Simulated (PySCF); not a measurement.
**Structure elucidation problem**

The spectra below were simulated for a compound C₄H₅F₃O₂.

$^{1}$H NMR (500 MHz, computed): δ 4.40 (q, 2H), 1.30 (t, 3H).

$^{13}$C{$^{1}$H} NMR (computed): δ 166.6 (C), 125.5 (C), 67.1 (CH2), 16.0 (CH3).

- geometry from PBE0-D3(BJ)/def2-TZVP
- B97-2/pcSseg-2 with gauge-including orbitals
- code: PySCF
- non-relativistic Hamiltonian, gas phase, fast rotation and ring inversion assumed for equivalent nuclei, one computed conformer

Referencing at the same level of theory: $^{1}$H (σref 31.64) and $^{13}$C (σref 185.38) vs TMS.

Question: Propose a structure and justify it.

Answer: 
The formula gives 1 degree of unsaturation (no ring in the answer). 4 carbon signals for 4 carbons: no two carbons are equivalent. Carbon types of the structure: 2 × C, 1 × CH2, 1 × CH3, which accounts for all hydrogens. δC 166.6: ester carbonyl carbon; it is a carbonyl in resonance with an O or N lone pair, the region of acids, esters and amides. δC 125.5: CF3 carbon; 3 electronegative neighbours deshield it. δC 67.1: sp3 CH2 bonded to O; pulled downfield by the heteroatom. δC 16.0: methyl carbon; a saturated carbon with 1 carbon neighbour and no heteroatom attached. δH 4.40: hydrogen on an sp3 CH2 bonded to O; its carbon carries O, which withdraws density. δH 1.30: hydrogen on a methyl carbon.

Structure: SMILES CCOC(=O)C(F)(F)F.

The data come from this structure; uniqueness wasn't tested.

Splittings by $^{19}$F in the carbon and heteronuclear signals aren't shown, as no couplings were computed. Shifts are as computed. Against solution values, carbons near 30 ppm lie about +3 ppm off and those near 130 ppm about +7 ppm. Of 1309 compounds with measured shifts, 239 miss one by over three times the rms of a fit or turn the order of signals round; such compounds aren't used in these exercises. No couplings were computed; multiplicities are counted from neighbouring protons, with m where these are inequivalent, close in shift, in a saturated or five-membered ring or joined by F or P, and br s for small geminal =CH2 splittings.
